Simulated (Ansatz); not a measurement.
Reading a saddle point

A first-order saddle point of ZnH₃ClO, closed shell, PBE0-D4/def2-TZVP, with one imaginary mode of 1263i cm⁻¹:

| atom | x (Å) | y (Å) | z (Å) |
| --- | --- | --- | --- |
| Zn1 | -0.5013 | 0.2705 | -0.5894 |
| O2 | 0.0959 | -0.5417 | 1.0634 |
| Cl3 | -1.8925 | 0.3835 | -2.1667 |
| H4 | 0.9341 | 0.3154 | 0.5646 |
| H5 | 1.0848 | 1.0449 | -0.0912 |
| H6 | 0.2791 | -1.4726 | 1.2193 |

Ansatz 0.2.0; basis: def2-TZVPP and def2-QZVPP; cores frozen in the correlated methods. The 3s and 3p shells of Cu and Zn are frozen; filled d shells are correlated. Extrapolation: Hartree–Fock as exp(−7.88 √X), correlation as X^−2.97.

Question: Which contacts change along the imaginary mode, and what lies on either side? (Judge from chemistry; the calculation decides.)

Answer: The calculation gives: The step is ZnHClO ([OH][Zn][Cl]) + H₂ → ZnHCl ([Cl][ZnH]) + H₂O (still joined by a long Zn–O bond), with the molecules in contact on both sides. Shortening one way: Zn1–H5, O2–H4; lengthening the same way: Zn1–O2, H4–H5.
| pair | one side (Å) | saddle (Å) | other side (Å) |
| --- | --- | --- | --- |
| Zn1–H5 | 2.57 | 1.83 | 1.54 |
| O2–H4 | 2.59 | 1.30 | 0.96 |
| Zn1–O2 | 1.77 | 1.94 | 2.21 |
| H4–H5 | 0.75 | 0.99 | 3.49 |

Question: Which side is lower, and how far does the saddle lie above each? (To be estimated.)

Answer: By the calculation: The side with Zn1–H5, O2–H4 short is lower by 7.31 kcal/mol; the saddle lies 32.36 kcal/mol above it and 25.05 kcal/mol above the other (CCSD(T) at an estimated basis limit (MP2 extrapolated from triple and quadruple zeta, plus CCSD(T) − MP2 in triple zeta); electronic energies).

T1 diagnostic: at most 0.016.

Labels in which every atom is bracketed show which atoms are joined, not bond orders.

For scale, one of the runs: CCSD(T)/def2-TZVPP, 179 basis functions (an equivalent command: `ansatz run in.yaml --threads 4`). Hardware: 4 CPU threads, shared host. Wall time 26 s; peak host memory 1.6 GiB.
